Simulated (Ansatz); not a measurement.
Reaction (cleavage of the Si–Ge bond): `[NH2][GeH2][SiH2]O` + `C[SiH](O)O` → `C[SiH](O)O[SiH2]O` + `[NH2][GeH3]`

Program: Ansatz. Geometries: PBE0-D4/def2-TZVP. ΔE: electronic, gas phase. CBS: MP2 limit from def2 TZ/QZ plus the TZ coupled-cluster correction, frozen cores. Functionals use def2-TZVPP. B3LYP here is the variant with VWN-RPA as its local correlation; programs differ in this. For Ge outer-core shells are correlated without core-valence functions, which leaves a few kJ/mol of doubt a bond. Scalar relativity is left out up to krypton. One conformer a species, not always the lowest.

```json
{"level": "PBE-D4", "ΔE (kJ/mol)": "-91.4", "difference from CCSD(T)/CBS": "27.4"}
{"level": "B3LYP-D4", "ΔE (kJ/mol)": "-117.4", "difference from CCSD(T)/CBS": "1.4"}
{"level": "B2PLYP", "ΔE (kJ/mol)": "-121.4", "difference from CCSD(T)/CBS": "-2.6"}
{"level": "PBE0", "ΔE (kJ/mol)": "-102.5", "difference from CCSD(T)/CBS": "16.3"}
{"level": "HF/def2-TZVPP", "ΔE (kJ/mol)": "-154.1", "difference from CCSD(T)/CBS": "-35.3"}
{"level": "MP2/def2-TZVPP", "ΔE (kJ/mol)": "-124.1", "difference from CCSD(T)/CBS": "-5.3"}
{"level": "SCS-MP2/def2-TZVPP", "ΔE (kJ/mol)": "-130.0", "difference from CCSD(T)/CBS": "-11.2"}
{"level": "CCSD(T)/def2-TZVPP", "ΔE (kJ/mol)": "-121.2", "difference from CCSD(T)/CBS": "-2.4"}
{"level": "HF/def2-QZVPP", "ΔE (kJ/mol)": "-157.6", "difference from CCSD(T)/CBS": "-38.8"}
{"level": "SCS-MP2/def2-QZVPP", "ΔE (kJ/mol)": "-130.2", "difference from CCSD(T)/CBS": "-11.4"}
{"level": "CCSD(T)/CBS", "ΔE (kJ/mol)": "-118.8", "difference from CCSD(T)/CBS": "0"}
```

Largest T1 diagnostic among the species: 0.012.

In def2-TZVPP, CCSD(T) changes the Hartree–Fock value by +33.0 kJ/mol (the triples alone add +4.6 kJ/mol) and MP2 by +30.0 kJ/mol. From PBE to PBE0 (25 % exact exchange), in def2-TZVPP and without D4, ΔE moves by −12.1 kJ/mol.
